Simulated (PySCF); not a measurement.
**How methods differ on the ionisation energy of Hg**

Hg [Xe] 4f14 5d10 6s2 (1S) → Hg⁺ [Xe] 4f14 5d10 6s1 (2S), as a difference of total energies. All numbers are calculated (PySCF 2.14, scalar relativity by spin-free X2C-1e, in ANO-RCC-VTZP). The calculations carry no spin-orbit coupling.

Q: Order these methods by the ionisation energy they give, lowest first.
A. revPBE
B. HSE06
C. BHandHLYP
D. UHF

A: D (8.499 eV), C (9.952 eV), B (10.209 eV), A (10.350 eV).

For comparison: 10.438 eV (measured; NIST Atomic Spectra Database, ionization energies).
